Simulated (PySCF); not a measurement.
Cartesian coordinates (Å):
```xyz
10

Zr     0.0064     0.0327     0.0106
C     -0.7596     1.7138     1.9370
N      0.4462     1.1638     1.9134
N     -1.5267     1.3191     0.9153
H     -1.1031     2.4294     2.7186
H      1.1199     1.3936     2.6458
H     -2.4796     1.6708     0.8122
Br     0.5863    -2.2145     0.9588
Br     1.8658     1.0524    -1.3226
Br    -1.7009    -0.5505    -1.7644
```
Charge 0, multiplicity 1.

Task: Give the charge on the central atom (Mulliken), HOMO–LUMO gap and HOMO at the level TPSSh-D3(BJ)/def2-TZVP // BP86-D3(BJ)/def2-SVP (PySCF).

Result: 
```
Property                                 Result
-------------------------------------  --------
charge on the central atom (Mulliken)    1.37 e
HOMO–LUMO gap                           4.30 eV
HOMO                                   -7.11 eV
```
